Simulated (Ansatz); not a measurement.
# Molecular dynamics of H20CO9

Input file:

```yaml
accuracy: low
crystal:
  lattice:
    - [7.362533, 0.0, 0.0]
    - [0.0, 7.362533, 0.0]
    - [0.0, 0.0, 7.362533]
  atoms:
    - { symbol: O, position: [0.69959666, 0.58170165, 0.91136063] }
    - { symbol: H, position: [0.65750094, 0.70402153, 0.88262807] }
    - { symbol: H, position: [0.58809507, 0.51376072, 0.94191457] }
    - { symbol: O, position: [0.65055257, 0.20929473, 0.60461533] }
    - { symbol: H, position: [0.62465222, 0.32780872, 0.54548172] }
    - { symbol: H, position: [0.61694251, 0.12063625, 0.5128807] }
    - { symbol: O, position: [0.21558416, 0.83082643, 0.83975817] }
    - { symbol: H, position: [0.26011949, 0.87012187, 0.95964008] }
    - { symbol: H, position: [0.14160651, 0.93407401, 0.79908002] }
    - { symbol: O, position: [0.53366981, 0.52759573, 0.425547] }
    - { symbol: H, position: [0.49069004, 0.4730387, 0.30914409] }
    - { symbol: H, position: [0.42300064, 0.54690606, 0.49565403] }
    - { symbol: O, position: [1.04831544, -0.04506043, 0.38688609] }
    - { symbol: H, position: [1.01522066, -0.16700276, 0.42550417] }
    - { symbol: H, position: [1.04135556, 0.0302333, 0.50056037] }
    - { symbol: O, position: [0.03387955, 0.52007097, 0.71062177] }
    - { symbol: H, position: [0.10663454, 0.61641101, 0.76866484] }
    - { symbol: H, position: [-0.08387516, 0.52919683, 0.77338032] }
    - { symbol: O, position: [0.34715716, -0.02718946, 0.17962662] }
    - { symbol: H, position: [0.23723193, -0.0329554, 0.26142575] }
    - { symbol: H, position: [0.43157522, -0.1131967, 0.2344777] }
    - { symbol: O, position: [1.0039915, 0.14095864, 0.7013126] }
    - { symbol: H, position: [1.05013392, 0.26720318, 0.70899529] }
    - { symbol: H, position: [0.87188606, 0.16137124, 0.68038823] }
    - { symbol: C, position: [0.19898757, 0.39846678, 0.14625001] }
    - { symbol: O, position: [0.39042494, 0.366915, 0.11311129] }
    - { symbol: H, position: [0.17165364, 0.54282239, 0.11969992] }
    - { symbol: H, position: [0.40809558, 0.23441597, 0.12056288] }
    - { symbol: H, position: [0.11456146, 0.31652974, 0.05431869] }
    - { symbol: H, position: [0.16352111, 0.36514544, 0.28792058] }
basis:
  ecutwfc: 420.0
kpoints:
  mp_grid: { grid: [1, 1, 1] }
hamiltonian:
  xc: pbe
  dispersion: d3bj
scf:
  occupations: { method: fermi_dirac, width: 0.02 }
  lower_state_search: "off"
md:
  timestep: 0.75
  n_steps: 300
  ensemble: nvt_langevin
  temperature: 700.0
  initial_velocities: maxwell_boltzmann
  seed: 992867
  friction: 0.02
```

Command:

```bash
$ ansatz run input.yaml --threads 1 --pin off --max-ram 3072MiB --backend cpu --events-out ev --progress --plain --runs-dir out
```

It starts from a partly relaxed structure (largest force component 0.46 eV/Å).

Output, in part (step lines):

```
md step     0: t =     0.00 fs  T =   676.7 K  F+E_penalty+E_count = -5679.84500372 eV  E_kin = 2.623978 eV  (9 SCF iters)
[... lines left out ...]
```

The steps, from the saved trajectory:

| time (fs) | T (K) | potential energy less start (eV) |
| --- | --- | --- |
| 0.0 | 677 | 0.000 |
| 7.5 | 403 | 1.404 |
| 15.0 | 377 | 1.635 |
| 22.5 | 509 | 1.221 |
| 30.0 | 486 | 1.776 |
| 37.5 | 550 | 1.503 |
| 45.0 | 440 | 1.774 |
| 52.5 | 530 | 1.735 |
| 60.0 | 576 | 1.667 |
| 67.5 | 604 | 1.568 |
| 75.0 | 762 | 1.676 |
| 82.5 | 605 | 1.969 |
| 90.0 | 617 | 1.653 |
| 97.5 | 587 | 2.141 |
| 105.0 | 563 | 2.423 |
| 112.5 | 669 | 2.062 |
| 120.0 | 683 | 2.507 |
| 127.5 | 743 | 2.409 |
| 135.0 | 589 | 2.842 |
| 142.5 | 927 | 1.988 |
| 150.0 | 821 | 2.635 |
| 157.5 | 747 | 2.437 |
| 165.0 | 684 | 2.645 |
| 172.5 | 649 | 2.720 |
| 180.0 | 699 | 2.844 |
| 187.5 | 695 | 2.591 |
| 195.0 | 739 | 2.641 |
| 202.5 | 866 | 2.095 |
| 210.0 | 740 | 2.640 |
| 217.5 | 696 | 2.716 |
| 225.0 | 707 | 2.461 |

The run went to its last step. A run of 0.23 ps of so small a system gives no equilibrium averages. Limits of this set-up: coarse k mesh, low accuracy level.

Mean squared displacements from the first frame to the last, about the centre of mass: O 1.21 Å², H 2.55 Å², C 1.37 Å².

Last frame:

```xyz
30
Lattice="7.3625 0.0000 0.0000 0.0000 7.3625 0.0000 0.0000 0.0000 7.3625" Properties=species:S:1:pos:R:3
O 4.998 2.491 6.951
H 4.812 2.221 6.057
H 5.727 1.980 7.183
O 4.336 2.000 4.100
H 4.162 2.945 3.785
H 3.944 1.351 3.401
O 1.181 6.856 6.746
H 1.998 7.117 7.226
H 1.003 7.723 6.016
O 3.610 4.532 2.920
H 2.708 4.443 2.476
H 3.493 5.441 3.374
O 8.201 -1.099 2.144
H 7.740 -0.325 1.935
H 8.215 -1.423 1.225
O 0.123 4.889 5.007
H 0.520 5.384 5.797
H -0.637 5.364 4.695
O 3.378 0.435 1.194
H 3.197 -0.483 1.598
H 3.977 0.314 0.430
O 8.070 1.809 5.106
H 8.114 2.790 5.401
H 7.171 1.730 4.643
C 0.946 2.680 2.045
O 1.803 3.163 1.062
H 0.211 3.488 2.248
H 2.636 2.638 1.075
H 0.295 1.887 1.726
H 1.496 2.500 3.046
```

Time of the run: 12 min on 1 thread of Arm Neoverse V1, with other jobs on the host, peak memory 0.4 GiB.
